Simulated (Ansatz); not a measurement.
Species: GaF2, net charge 1, singlet state. 
Geometry from a B3LYP-D3(BJ)/def2-TZVP (Ansatz, a program for electronic structure) optimisation:
```
Ga
F 1 1.6703
F 1 1.6703 2 180.00
```
Charge +1, spin multiplicity 1.

Parts of the frozen-core correlation energy in STO-3G (Ansatz, hartree). Frozen orbitals: 16; correlated occupied orbitals by spin: 8 and 8; virtual: 4 and 4. Spin-orbit coupling is left out. No relativistic terms. The restricted reference is unstable.

| term | value |
|---|---|
| reference (HF) | -2096.76982 |
| MP2 opposite-spin | -0.06518 |
| MP2 same-spin | -0.02313 |
| CCSD correlation | -0.09427 |
| (T) | -0.01914 |
| FCI minus CCSD(T) | -0.00063 |
| T1 diagnostic | 0.031 |
| largest doubles amplitude | 0.079 |
